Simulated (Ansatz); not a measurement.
C₂H₆B₂FN, SMILES `BN=CBCF` at its PBE0-D4/def2-TZVP geometry, where that method's forces vanish. Total charge 0; spin multiplicity 1.

```json
{"atom": "B1", "x (Å)": "2.253", "y (Å)": "1.474", "z (Å)": "0.947"}
{"atom": "N2", "x (Å)": "1.035", "y (Å)": "0.945", "z (Å)": "0.750"}
{"atom": "C3", "x (Å)": "-0.096", "y (Å)": "0.435", "z (Å)": "0.545"}
{"atom": "B4", "x (Å)": "-0.324", "y (Å)": "-0.603", "z (Å)": "-0.599"}
{"atom": "C5", "x (Å)": "-1.708", "y (Å)": "-1.250", "z (Å)": "-0.872"}
{"atom": "F6", "x (Å)": "-2.726", "y (Å)": "-0.837", "z (Å)": "-0.023"}
{"atom": "H7", "x (Å)": "3.005", "y (Å)": "0.919", "z (Å)": "1.695"}
{"atom": "H8", "x (Å)": "2.538", "y (Å)": "2.484", "z (Å)": "0.370"}
{"atom": "H9", "x (Å)": "-0.923", "y (Å)": "0.740", "z (Å)": "1.196"}
{"atom": "H10", "x (Å)": "0.595", "y (Å)": "-0.916", "z (Å)": "-1.295"}
{"atom": "H11", "x (Å)": "-2.019", "y (Å)": "-1.045", "z (Å)": "-1.908"}
{"atom": "H12", "x (Å)": "-1.629", "y (Å)": "-2.346", "z (Å)": "-0.806"}
```

Question: For each bond, give half the difference of the two atoms' forces along it (eV/Å; positive pushes the atoms apart) under PBE-D4, r2SCAN-D4, B3LYP-D4, ωB97M-V in def2-TZVPP. (Estimate.)

Answer: Computed: 
```tsv
bond	length (Å)	PBE-D4	r2SCAN-D4	B3LYP-D4	ωB97M-V
B1–N2	1.342	-0.41	-0.27	0.02	0.45
B1–H7	1.197	0.08	0.00	-0.09	-0.22
B1–H8	1.197	0.08	0.00	-0.10	-0.22
N2–C3	1.257	0.79	0.44	0.17	-0.13
C3–B4	1.561	-0.30	-0.13	-0.03	0.13
C3–H9	1.096	0.03	-0.05	-0.09	-0.16
B4–C5	1.552	-0.20	-0.12	-0.02	0.04
B4–H10	1.195	0.09	-0.02	-0.12	-0.18
C5–F6	1.389	0.52	0.38	0.44	0.29
C5–H11	1.101	0.15	-0.03	-0.12	-0.14
C5–H12	1.101	0.15	-0.03	-0.12	-0.14
```

B3LYP here is the variant with VWN-RPA as its local correlation; programs differ in this.
